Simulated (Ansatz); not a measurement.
Input for Ansatz (an electronic-structure program): R-PBE0/def2-TZVPP on BeO, 2S+1 = 1, a spin state set in the input, which need not be the lowest.

Ansatz 0.2 input:
```yaml
crystal:
  periodic: [false, false, false]
  atoms:
    - {symbol: Be, position_ang: [0.00000000, 0.00000000, 0.00000000]}
    - {symbol: O, position_ang: [0.00000000, 0.00000000, 1.53900000]}
basis:
  gaussian:
    orbitals: def2-TZVPP
hamiltonian:
  xc: {name: PBE0}
relax: {f_tol: 0.002, max_steps: 120}
```

Program output:

```
Functional definition: PBE0
[...]
integrals: 0.00 GiB planned
292 factors; their error is unknown
mean field: 0.08 GiB planned
mean field evaluation 1: about -2431.4578 eV, gradient 7.4e1 eV
mean field evaluation 2: about -2251.8864 eV, gradient 1.8e2 eV
mean field evaluation 4: about -2443.1948 eV, gradient 4.5e0 eV
mean field evaluation 8: about -2443.2526 eV, gradient 6.3e-1 eV
mean field evaluation 16: about -2443.2565 eV, gradient 4.4e-5 eV
mean field -2443.25648959 eV, -89.7880198937 hartree, gradient 4.4e-5 eV, S^2 0.000000; 0 other end points of the search recorded, 0 dependent functions left out
the calculation of the forces begins
reference -2443.25651430 eV, -89.7880208019 hartree; 6, 6 occupied and 44, 44 virtual orbitals, 292 factors
relax step   1: F+E_penalty+E_count = -2443.25648959 eV  Δ(F+E_penalty+E_count) = +0.000e0 eV  max|allowed force component| = 5.926e0 eV/Å  Δτ_max = 0.0000 Å  (29 SCF iters, accepted)
these checks for a lower state are left out or cut short: starts, cluster_reference, orbital_swaps, neighbouring_geometries, increment
integrals: 0.00 GiB planned
292 factors; their error is unknown
mean field: 0.08 GiB planned
mean field -2443.93168565 eV, -89.8128328911 hartree, gradient 1.0e-5 eV, S^2 0.000000; 0 other end points of the search recorded, 0 dependent functions left out
the calculation of the forces begins
reference -2443.93171418 eV, -89.8128339398 hartree; 6, 6 occupied and 44, 44 virtual orbitals, 292 factors
relax step   2: F+E_penalty+E_count = -2443.93168565 eV  Δ(F+E_penalty+E_count) = -6.752e-1 eV  max|allowed force component| = 2.923e0 eV/Å  Δτ_max = 0.0720 Å  (35 SCF iters, accepted)
these checks for a lower state are left out or cut short: starts, cluster_reference, orbital_swaps, neighbouring_geometries, increment
integrals: 0.00 GiB planned
292 factors; their error is unknown
mean field: 0.08 GiB planned
mean field evaluation 32: about -2443.9889 eV, gradient 4.9e-4 eV
mean field -2443.98889805 eV, -89.8149354082 hartree, gradient 1.3e-5 eV, S^2 0.000000; 0 other end points of the search recorded, 0 dependent functions left out
the calculation of the forces begins
reference -2443.98893068 eV, -89.8149366074 hartree; 6, 6 occupied and 44, 44 virtual orbitals, 292 factors
relax step   3: F+E_penalty+E_count = -2443.98889805 eV  Δ(F+E_penalty+E_count) = -5.721e-2 eV  max|allowed force component| = 2.533e0 eV/Å  Δτ_max = 0.0572 Å  (33 SCF iters, accepted)
these checks for a lower state are left out or cut short: starts, cluster_reference, orbital_swaps, neighbouring_geometries, increment
integrals: 0.00 GiB planned
292 factors; their error is unknown
mean field: 0.08 GiB planned
mean field -2444.04215003 eV, -89.8168923823 hartree, gradient 1.6e-5 eV, S^2 0.000000; 0 other end points of the search recorded, 0 dependent functions left out
the calculation of the forces begins
reference -2444.04218099 eV, -89.8168935201 hartree; 6, 6 occupied and 44, 44 virtual orbitals, 292 factors
relax step   4: F+E_penalty+E_count = -2444.04215003 eV  Δ(F+E_penalty+E_count) = -5.325e-2 eV  max|allowed force component| = 5.169e-2 eV/Å  Δτ_max = 0.0224 Å  (29 SCF iters, accepted)
these checks for a lower state are left out or cut short: starts, cluster_reference, orbital_swaps, neighbouring_geometries, increment
integrals: 0.00 GiB planned
292 factors; their error is unknown
mean field: 0.08 GiB planned
mean field -2444.04217642 eV, -89.8168933522 hartree, gradient 1.2e-5 eV, S^2 0.000000; 0 other end points of the search recorded, 0 dependent functions left out
the calculation of the forces begins
reference -2444.04220742 eV, -89.8168944914 hartree; 6, 6 occupied and 44, 44 virtual orbitals, 292 factors
relax step   5: F+E_penalty+E_count = -2444.04217642 eV  Δ(F+E_penalty+E_count) = -2.639e-5 eV  max|allowed force component| = 2.581e-4 eV/Å  Δτ_max = 0.0005 Å  (23 SCF iters, accepted)
integrals: 0.00 GiB planned
292 factors; their error is unknown
mean field: 0.08 GiB planned
mean field evaluation 64: about -2444.0422 eV, gradient 6.4e-4 eV
mean field -2444.04217642 eV, -89.8168933522 hartree, gradient 1.2e-5 eV, S^2 0.000000; 1 other end points of the search recorded, 0 dependent functions left out
the calculation of the forces begins
reference -2444.04220742 eV, -89.8168944914 hartree; 6, 6 occupied and 44, 44 virtual orbitals, 292 factors
Total energy: -2444.04220742 eV, -89.8168944914 hartree
Atom 0 at     0.000000     0.000000     0.107300 Å, force    -0.000000    -0.000000    -0.000258 eV/Å
Atom 1 at    -0.000000    -0.000000     1.431700 Å, force     0.000000     0.000000     0.000258 eV/Å
Dipole moment:     0.000000    -0.000000    -1.302438 e Å
```

Self-consistency was reached.

Cost: roughly 3 core-seconds.
